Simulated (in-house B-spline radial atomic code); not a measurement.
Orbital energies and mean radii along the 51-electron series, configuration 1s2 2s2 2p6 3s2 3p6 3d10 4s2 4p6 4d10 4f5/2(3) 5s2. The effective charge is n√(-2ε), a non-relativistic measure. Computed with a radial B-spline atomic code at the basis-set limit: Dirac-Hartree-Fock, jj configuration that fills j = l - 1/2 first, finite nuclei.

```json
{"ion": "Pm10+", "Z": "61", "energy of 4f5/2 (Eh)": "-6.192", "mean radius of 4f5/2 (bohr)": "0.77624", "energy of 4p1/2 (Eh)": "-16.454", "mean radius of 4p1/2 (bohr)": "0.6048", "energy of 4s1/2 (Eh)": "-19.003", "mean radius of 4s1/2 (bohr)": "0.58895", "energy of 4p3/2 (Eh)": "-15.415", "mean radius of 4p3/2 (bohr)": "0.63002", "effective charge of 4f5/2": "14.076"}
{"ion": "Sm11+", "Z": "62", "energy of 4f5/2 (Eh)": "-7.3226", "mean radius of 4f5/2 (bohr)": "0.73003", "energy of 4p1/2 (Eh)": "-18.09", "mean radius of 4p1/2 (bohr)": "0.58758", "energy of 4s1/2 (Eh)": "-20.732", "mean radius of 4s1/2 (bohr)": "0.57344", "energy of 4p3/2 (Eh)": "-16.952", "mean radius of 4p3/2 (bohr)": "0.61279", "effective charge of 4f5/2": "15.308"}
{"ion": "Eu12+", "Z": "63", "energy of 4f5/2 (Eh)": "-8.5257", "mean radius of 4f5/2 (bohr)": "0.69064", "energy of 4p1/2 (Eh)": "-19.806", "mean radius of 4p1/2 (bohr)": "0.57119", "energy of 4s1/2 (Eh)": "-22.544", "mean radius of 4s1/2 (bohr)": "0.55861", "energy of 4p3/2 (Eh)": "-18.561", "mean radius of 4p3/2 (bohr)": "0.5964", "effective charge of 4f5/2": "16.517"}
```
